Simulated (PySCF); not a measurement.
# Frontier levels across methods

Compound: CH₃BCl₄Si.
Z-matrix (Å and degrees, PBE0-D3(BJ)/def2-SVP geometry), rows numbered from 1:
```
Cl
B   1  1.7485
Cl  2  1.7449  1  118.87
Si  2  2.0223  1  119.89  3  -177.40
C   4  1.9072  2  107.80  1   -29.83
Cl  5  1.7896  4  107.64  2   -60.50
Cl  5  1.7795  4  111.00  2   176.76
H   4  1.4892  2  112.97  1  -149.06
H   4  1.4963  2  109.53  1    88.03
H   5  1.0979  4  112.73  2    56.53
```

Basis pcSseg-1 throughout (PySCF), one geometry. Geometry: PBE0-D3(BJ)/def2-SVP, one conformer, isolated molecule.

Q: How do the orbital energies, the gap and the dipole change with the method?

A: 
| method | kind | HOMO (eV) | LUMO (eV) | gap (eV) | μ (D) | SCF cycles |
| --- | --- | --- | --- | --- | --- | --- |
| BLYP | GGA | -6.75 | -3.09 | 3.66 | 1.45 | 14 |
| PBE | GGA | -6.91 | -3.33 | 3.58 | 1.46 | 14 |
| OPBE | GGA | -6.93 | -3.27 | 3.66 | 1.48 | 15 |
| BP86 | GGA | -7.04 | -3.42 | 3.63 | 1.47 | 14 |
| BHandHLYP | global hybrid | -9.51 | -1.42 | 8.09 | 1.58 | 12 |
| wB97X-D | range-separated hybrid | -10.20 | -0.72 | 9.48 | 1.56 | 14 |
| HF | Hartree–Fock | -11.45 | 1.11 | 12.56 | 1.68 | 11 |

The HOMO spans 4.70 eV, from BLYP down to HF, and the gap runs from 3.58 eV (PBE) to 12.56 eV (HF). Over the methods BLYP (0 %), PBE (0 %), OPBE (0 %), BP86 (0 %), BHandHLYP (50 %), HF (100 %), a straight line through the gap against the share of exact exchange rises by 0.89 eV for each 10 % (correlation coefficient 1.000). The dipole ranges from 1.45 D (BLYP) to 1.68 D (HF). This basis has no diffuse functions.
